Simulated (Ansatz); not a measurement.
BEt2(CN) (C₅H₁₀BN), relaxed as a singlet with RKS PBE-D4/def2-SVP in Ansatz, starting from the GFN2-xTB geometry. Force threshold 0.02 eV/Å.

Start:

Cartesian coordinates in Å:
```
B -0.081 0.022 0.085
C 0.922 -1.187 0.220
C 0.601 -2.226 1.299
H 1.947 -0.830 0.357
H 0.928 -1.693 -0.753
H 1.318 -3.045 1.273
H 0.637 -1.773 2.287
H -0.395 -2.637 1.152
C 0.329 1.348 -0.666
C -0.813 2.130 -1.323
H 1.114 1.168 -1.405
H 0.788 1.995 0.093
H -0.449 3.063 -1.749
H -1.264 1.545 -2.122
H -1.589 2.362 -0.597
C -1.472 -0.082 0.694
N -2.522 -0.158 1.154
```

| step | energy (eV) | largest force component (eV/Å) | SCF passes |
| --- | --- | --- | --- |
| 1 | -7498.7977 | 2.840 | 19 |
| 2 | -7498.9525 | 0.417 | 20 |
| 3 | -7498.9662 | 0.132 | 20 |
| 4 | -7498.9677 | 0.047 | 20 |
| 5 | -7498.9684 | 0.050 | 20 |
| 6 | -7498.9689 | 0.036 | 20 |
| 7 | -7498.9695 | 0.030 | 20 |
| 8 | -7498.9698 | 0.022 | 20 |
| 9 | -7498.9699 | 0.011 | 20 |

Force components are those of the run's own axes.

End:

```xyz
17

B    -0.100   -0.006    0.045
C     0.893   -1.209    0.219
C     0.665   -2.208    1.359
H     1.943   -0.841    0.191
H     0.778   -1.728   -0.770
H     1.357   -3.071    1.302
H     0.816   -1.728    2.348
H    -0.371   -2.604    1.350
C     0.303    1.329   -0.677
C    -0.790    2.185   -1.326
H     1.156    1.147   -1.368
H     0.775    1.896    0.170
H    -0.399    3.157   -1.687
H    -1.239    1.667   -2.198
H    -1.616    2.395   -0.617
C    -1.541   -0.139    0.614
N    -2.630   -0.242    1.045
```

By distances, no bond broke or formed. The bond that changes most is B1–C16, from 1.52 to 1.56 Å (atoms count from 1).

No frequencies were taken in this run, so the end may be a saddle point.

Hardware: 4 threads of Intel Xeon on a shared host. Wall time 14 s.
